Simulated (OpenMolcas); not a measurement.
Computed levels of 3s2 3p2 in ions with 14 electrons, in cm-1 above 3P0.

```yaml
Program: OpenMolcas
Method: SS-CASPT2, IPEA 0.25 Eh, imaginary shift 0.1 Eh
Basis: ANO-RCC-VTZP
Scalar_Hamiltonian: DKH2, point nucleus
Spin-orbit_coupling: RASSI with atomic mean-field integrals over the reference wave functions, term energies averaged over their components
```

Active space for each ion: 4 electrons in 4 orbitals (3s 3p); closed shells correlated by CASPT2: 2s 2p.

```json
{"Level": "3P1", "Si": "69.0", "S2+": "266", "Ar4+": "697"}
{"Level": "3P2", "Si": "200", "S2+": "746", "Ar4+": "1866"}
{"Level": "1D2", "Si": "5900", "S2+": "11010", "Ar4+": "16040"}
{"Level": "1S0", "Si": "13740", "S2+": "25780", "Ar4+": "36620"}
```

**Question.** Estimate 3P2, 1D2, 1S0 for Cl3+ from its neighbours S2+ and Ar4+.

**Answer.** 3P2 is fine structure, which grows about as the fourth power of a screened charge, so the fourth roots are averaged: ((746^0.25 + 1866^0.25) / 2)^4 = 1211. The calculation gives 1235, so the estimate is off by -1.9 %; the measured value is 1341 (Moore, Atomic Energy Levels, vol. I, NSRDS-NBS 35 (1971 reprint of NBS Circular 467, 1949)).
1D2 is another term, which grows about linearly with the charge: (11010 + 16040) / 2 = 13525. The calculation gives 13500, so the estimate is off by +0.2 %; the measured value is 13766 (Moore, Atomic Energy Levels, vol. I, NSRDS-NBS 35 (1971 reprint of NBS Circular 467, 1949)).
1S0 is another term, which grows about linearly with the charge: (25780 + 36620) / 2 = 31200. The calculation gives 31190, so the estimate is off by 0 %; the measured value is 32550 (Moore, Atomic Energy Levels, vol. I, NSRDS-NBS 35 (1971 reprint of NBS Circular 467, 1949)).

CASPT2 does not keep the components of a term degenerate, so their means are used; among the terms shown or strongly mixed into the levels shown the widest spread is 23 cm-1 (3s2 3p2 1D, Cl3+). Over all roots computed the reference weight is 0.85 to 0.98 in Si, 0.85 to 0.99 in S2+, 0.86 to 0.99 in Cl3+, 0.87 to 0.99 in Ar4+; the roots of lowest weight are the least certain, and an intruder state may touch them. Terms from blocks run as CI alone lack orbitals of their own. Computed and measured levels are paired by configuration, term and J; levels that our copy of the source lacks, or whose pairing is in doubt (as where it misses far off the trend of its configuration), stay unpaired and out of the deviations. Only configurations of the active space appear.
